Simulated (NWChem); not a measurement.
**Correlation energy of Cd**

```
Cd
```
Charge 0, spin multiplicity 1.

The numbers come from NWChem runs, not from measurements.

Basis set: def2-SVP. Each correlation energy counts from its own Hartree-Fock reference.

Effective core potentials replace the inner electrons of Cd; spin-orbit coupling is left out. The correlated methods keep 4 core orbitals frozen. Coupled-cluster values serve here as a point of comparison, not as the truth.

Q: Order these methods by the correlation energy they give, lowest first: MP2, SCS-MP2, CCSD, CCSD+T(CCSD), CR-CCSD[T].

A: MP2 (-276.8 mHa), CCSD+T(CCSD) (-276.0 mHa), CR-CCSD[T] (-275.0 mHa), CCSD (-270.6 mHa), SCS-MP2 (-244.3 mHa)
